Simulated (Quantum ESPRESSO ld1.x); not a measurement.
All-electron atom: the lutetium ion Lu+ in [Xe] 4f14 6s2.

Method: scalar-relativistic Kohn-Sham, LDA (Slater exchange, VWN5 correlation), spin-polarised, spherical densities, point nucleus; computed with ld1.x of Quantum ESPRESSO 7.5.

Energy parts (hartree):
| part | energy |
|---|---|
| total | -14554.351 |
| kinetic | 15901.653 |
| electron-nucleus | -35853.576 |
| Hartree | 5688.667 |
| exchange-correlation | -291.095 |

Orbitals (lengths in bohr, moments of r in powers of bohr; r(max) is where P^2 peaks):
orbital  occ.  eigenvalue (hartree)  r(max)
1s          2              -2322.57   0.012
2s          2              -395.672   0.069
2p          6              -348.255   0.057
3s          2              -89.8999   0.196
3p          6              -75.6731   0.193
3d         10              -58.5656   0.158
4s          2              -18.1356   0.446
4p          6              -13.4655   0.468
4d         10              -7.37454   0.480
4f         14              -0.69002   0.468
5s          2              -2.58060    1.04
5p          6              -1.49416    1.19
5d          0              -0.34807    1.75
5f          0              -0.03847    9.41
6s          2              -0.41480    2.83
6p          0              -0.24537    3.66
7s          0              -0.11582    6.88

The highest occupied level is 6s at -11.287 eV. The density falls to 0.001 e/bohr^3 at r = 4.61 bohr.
